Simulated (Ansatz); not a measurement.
One change: `C1[SiH2]CS1` becomes `C1[SiH2]C[Se]1`.

Ansatz, PBE0-D4/def2-TZVP geometries, multiplicity 1. 

Scalar relativity is left out up to krypton.

```tsv
property	`C1[SiH2]CS1`
LUMO energy (B3LYP/def2-TZVPP) / eV	-0.59
size of the dipole moment (ωB97M-V/def2-TZVPP) / D	1.29
HOMO energy (B3LYP/def2-TZVPP) / eV	-6.22
LUMO energy (ωB97M-V/def2-TZVPP) / eV	1.33
LUMO energy (PBE0/def2-TZVPP) / eV	-0.38
size of the dipole moment (PBE/def2-TZVPP) / D	1.17
```

(1) What does the change do to each property? (Best estimate.)

Results:

(1) Ansatz gave: 
```tsv
property	`C1[SiH2]C[Se]1`	shift
LUMO energy (B3LYP/def2-TZVPP) / eV	-0.90	-0.31
size of the dipole moment (ωB97M-V/def2-TZVPP) / D	1.06	-0.23
HOMO energy (B3LYP/def2-TZVPP) / eV	-6.04	0.18
LUMO energy (ωB97M-V/def2-TZVPP) / eV	1.06	-0.27
LUMO energy (PBE0/def2-TZVPP) / eV	-0.69	-0.31
size of the dipole moment (PBE/def2-TZVPP) / D	0.95	-0.22
```

With PBE0 the HOMO rises by 0.18 eV and the LUMO falls by 0.31 eV, so the gap narrows by about 0.49 eV. PBE moves the HOMO by 0.11 eV and ωB97M-V by 0.20 eV. Dipoles are sizes alone; their direction can turn.

B3LYP here is the variant with VWN-RPA as its local correlation; programs differ in this.

Spin–orbit coupling is left out; it splits and shifts lone-pair levels of the heavy atoms by tenths of an eV.
